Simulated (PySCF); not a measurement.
## How methods differ on the excitation energy of Rh⁺

Rh⁺ [Kr] 4d8 (3F) → Rh⁺ [Kr] 4d7 5p1 (high-spin determinant), as a difference of total energies. Computed with PySCF 2.14 in ANO-RCC-VTZP, with scalar relativity by spin-free X2C-1e. Correlated levels: valence: [Kr] frozen. The calculations carry no spin-orbit coupling.

| method | excitation energy (eV) |
| --- | --- |
| UHF | 6.056 |
| MP2 (valence) | 7.237 |
| SCS-MP2 (valence) | 7.438 |
| CCSD (valence) | 7.031 |
| CCSD(T) (valence) | 7.086 |

**Question.** How much does correlation contribute at CCSD(T) (valence)?

**Answer.** 7.086 − (6.056) = 1.030 eV, measured against UHF.

A first-order spin-orbit estimate (lowest level to lowest level, LS coupling) adds 0.058 eV.

The basis was made for the ground configuration and has no added diffuse functions, so the excitation energy can come out too high.

The determinant of the upper state mixes LS terms, which raises its energy above the lowest term, most at the Hartree-Fock and MP2 levels.
